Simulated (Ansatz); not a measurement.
Consider the ligand exchange at the Si–C bond: `C[SiH2]C(C)=S` + `[SH][SbH2]` → `C[SiH2][S][SbH2]` + `CC=S`.

Gas-phase electronic energies from Ansatz, PBE0-D4/def2-TZVP geometries. CBS: MP2 limit from def2 TZ/QZ plus the TZ coupled-cluster correction, frozen cores. Functionals use def2-TZVPP. B3LYP here is the variant with VWN-RPA as its local correlation; programs differ in this. Elements past krypton have def2 core potentials. For Sb outer-core shells are correlated without core-valence functions, which leaves a few kJ/mol of doubt a bond. Each species was taken in one conformer, which may not be the lowest.

```
             level  ΔE (kJ/mol)  difference from CCSD(T)/CBS
            PBE-D4        -63.9                          3.3
          B3LYP-D4        -63.7                          3.5
               PBE        -64.7                          2.5
            r2SCAN        -66.4                          0.8
     HF/def2-TZVPP        -71.4                         -4.2
    MP2/def2-TZVPP        -69.4                         -2.2
SCS-MP2/def2-TZVPP        -68.0                         -0.8
   CCSD/def2-TZVPP        -65.5                          1.7
SCS-MP2/def2-QZVPP        -69.3                         -2.1
      HF/CBS(def2)        -71.3                         -4.1
       CCSD(T)/CBS        -67.2                            0
```

Largest T1 diagnostic among the species: 0.016.

From PBE to PBE0 (25 % exact exchange), in def2-TZVPP and without D4, ΔE moves by −3.2 kJ/mol.
